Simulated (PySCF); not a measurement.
Gas-phase reaction: 3 GeCl4 + 4 GeH3 ⇌ 4 GeCl3 + 3 GeH4

Energies from PySCF, thermal terms from the rigid-rotor harmonic-oscillator model, ideal gas at 1 bar. † marks an energy on the PBE0/def2-TZVP geometry and frequencies. MP2 and CCSD(T) freeze the core. Open shells (unrestricted): GeH3 (multiplicity 2), GeCl3 (multiplicity 2); the rest are closed-shell singlets. B3LYP is the form with VWN-RPA correlation. Ge: all electrons, no relativistic terms. GeH3, GeCl3: computed as isolated molecules; such fragments, hydroxides, amides, oligomers or adducts are transient or little studied in the gas. MP2 isn't extrapolated to the basis-set limit; its ΔH°(298 K) is -28.0 kJ in def2-SVP and -53.2 kJ in def2-TZVPP. CCSD(T) isn't extrapolated to the basis-set limit. The harmonic model lacks anharmonicity and excited electronic states, which grow with temperature; levels with a mode under 35 cm⁻¹ are left out.

```tsv
level	ΔE electronic, kJ	ΔH°(298 K), kJ	ΔS°(298 K), J/K	ΔG°(1800 K), kJ
B3LYP/def2-TZVP†	-179	-166	30	-202
BLYP/def2-TZVP†	-222	-209	30	-245
CCSD(T)/def2-SVP†	-59	-47	30	-83
MP2/def2-SVP†	-41	-28	30	-64
MP2/def2-TZVPP†	-66	-53	30	-90
LDA/def2-TZVP†	-175	-162	30	-198
ωB97M-V/def2-TZVP†	-117	-104	30	-141
ωB97X-V/def2-TZVP†	-112	-100	30	-136
```
ΔH° is lowest at BLYP/def2-TZVP† and highest at MP2/def2-SVP†. No reference value is set beside these.
